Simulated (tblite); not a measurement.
Species: C₉H₇NSi.
SMILES: `N#Cc1cccc2c1C=C[SiH2]2`

Level: GFN2-xTB in tblite, geometry and Hessian alike; calculated harmonic values, unscaled, isolated species. The method is semi-empirical: single wavenumbers can be off by several per cent or more. Modes of hydrogen on silicon can be 10 to 20 % off.

Harmonic wavenumbers (cm⁻¹): 83.9, 119.5, 154.3, 165.7, 298.3, 307.2, 353.2, 397.6, 433.7, 457.3, 494.1, 498.1, 527.0, 578.2, 591.0, 609.4, 657.0, 674.5, 752.6, 774.0, 784.5, 802.0, 835.6, 869.6, 902.3, 917.9, 924.5, 1092.1, 1111.8, 1158.4, 1189.7, 1231.3, 1241.4, 1296.6, 1338.2, 1403.6, 1441.8, 1554.1, 1567.0, 1592.3, 2264.8, 2267.8, 2368.1, 3064.7, 3071.3, 3080.4, 3091.1, 3100.3.

A = 1613, B = 877.6, C = 572.3 MHz; mass 157.035 u (most abundant isotopes); point group Cs, symmetry number 1.

Q: Zero-point energy?

A: ½Σν̃ = 27245 cm⁻¹ = 77.90 kcal/mol.

Q: Give the ideal-gas entropy at 298.15 K and 1 bar in the rigid-rotor, harmonic-oscillator model (classical rotation).

A: Translation 41.09, rotation 30.36, vibration 24.61: S = 96.1 cal/(mol K).

Q: And Cp and H(298.15 K) − H(0)?

A: Cp = 40.75 cal/(mol K), of which vibrations give 32.80 (their classical limit is 48 R = 95.4); H(298.15 K) − H(0) = 6.73 kcal/mol without the zero-point energy, 4.36 from vibrations.

Q: How do the functions run with temperature in this model?

A: 
```json
{"T (K)": "150", "S (cal/(mol K))": "75.2", "Cp (cal/(mol K))": "22.0", "H − H(0) (kcal/mol)": "2.06", "G − H(0) (kcal/mol)": "-9.21", "ln q(vib)": "1.70"}
{"T (K)": "250", "S (cal/(mol K))": "89.4", "Cp (cal/(mol K))": "34.9", "H − H(0) (kcal/mol)": "4.91", "G − H(0) (kcal/mol)": "-17.45", "ln q(vib)": "3.87"}
{"T (K)": "400", "S (cal/(mol K))": "109.6", "Cp (cal/(mol K))": "51.5", "H − H(0) (kcal/mol)": "11.44", "G − H(0) (kcal/mol)": "-32.39", "ln q(vib)": "7.62"}
{"T (K)": "600", "S (cal/(mol K))": "133.5", "Cp (cal/(mol K))": "66.4", "H − H(0) (kcal/mol)": "23.35", "G − H(0) (kcal/mol)": "-56.76", "ln q(vib)": "12.85"}
{"T (K)": "900", "S (cal/(mol K))": "163.2", "Cp (cal/(mol K))": "79.6", "H − H(0) (kcal/mol)": "45.45", "G − H(0) (kcal/mol)": "-101.44", "ln q(vib)": "20.34"}
```

q(vib) and H(0) count from the zero-point level.

Q: Which modes carry the vibrational entropy at 298.15 K?

A: 83.9 cm⁻¹: 3.80; 119.5 cm⁻¹: 3.11; 154.3 cm⁻¹: 2.62; 165.7 cm⁻¹: 2.48; 298.3 cm⁻¹: 1.43; 307.2 cm⁻¹: 1.38 cal/(mol K); the other 42 give 9.80 together.

Q: Blend soft modes into free rotors: weight 1/[1 + (100 cm⁻¹/ν̃)⁴] for the oscillator and the rest for a rotor with moment μB/(μ + B), μ = h/(8π²ν), B = 10⁻⁴⁴ kg m². What vibrational entropy results?

A: 23.93 cal/(mol K) in place of 24.61, which changes −T·S at 298.15 K by +0.20 kcal/mol.

Hindered rotation and anharmonicity are outside this model.

The run took 0.77 s of wall time on an Arm Neoverse V2 with one thread, no GPU, shared host with 96 logical CPUs at a one-minute load of 48. The figure is for the frequency step alone.
